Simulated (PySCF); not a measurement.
Positional isomers: phenanthrene mercapto. Isolated molecules, 0 K electronic values unless said otherwise. One relaxed conformer stands for each flexible species; it need not be the lowest. Strings in code marks are SMILES.

Calculation: B3LYP-D3(BJ)/def2-SVP // PBE0-D4/def2-SVP run with PySCF. B3LYP has the VWN-RPA correlation part, as in Gaussian. 

| species | LUMO (eV) | HOMO (eV) |
|---|---|---|
| `c1ccc2cc(c3c(c2c1)cccc3)S` (H–S–C–C torsion 128°) | -1.47 | -5.94 |
| `c1cccc2c1ccc1cc(ccc21)S` (H–S–C–C torsion 0°) | -1.34 | -5.79 |
| `c1cc2ccc3c(c2cc1)cc(S)cc3` (H–S–C–C torsion 180°) | -1.29 | -5.68 |
| `c12c(cccc1S)c1ccccc1cc2` (H–S–C–C torsion 127°) | -1.50 | -5.96 |
